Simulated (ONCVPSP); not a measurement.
**Configuration tests for O (ONCV)**

| Item | Value |
| --- | --- |
| Element | O |
| Generator | ONCVPSP 4.0.1 |
| Type | optimised norm-conserving Vanderbilt (ONCV) |
| Functional | PBE |
| Relativity | scalar-relativistic |
| Frozen core | [He] |
| Valence charge | 6 |
| Reference configuration | 2s2 2p4 |
| Partial waves | 2s: rc 0.85 bohr, ncon 4, nbas 7, qcut 9.4 1/bohr, 2 projectors, debl 2.2 Ha; 2p: rc 1.10 bohr, ncon 4, nbas 7, qcut 15.4 1/bohr, 1 projector |
| Local potential | polynomial inside 0.60 bohr (lpopt 4, dvloc0 -1 Ha) |
| Core correction | none |

Energies are relative to the spin-unpolarised reference configuration 2s2 2p4; without spin polarisation the order of configurations can differ from experiment.

```csv
valence configuration,charge,ΔE all-electron (eV),error AE − PS (meV)
2s2 2p3,+1,16.431,+1.2
2s2 2p1,+3,103.885,+159
```

(1) What are ΔE and the potential's error for 2s2 2p0?

(2) What are ΔE and the potential's error for 2s2 2p2?

Levels in the configuration 2s2 2p0:

| level | all-electron (eV) | pseudo (eV) |
| --- | --- | --- |
| 2s | -102.724 | -102.351 |

## Answers

(1) ΔE = 180.790 eV all-electron; the error (AE − PS) is +653 meV.

(2) ΔE = 50.017 eV all-electron; the error (AE − PS) is +27 meV.
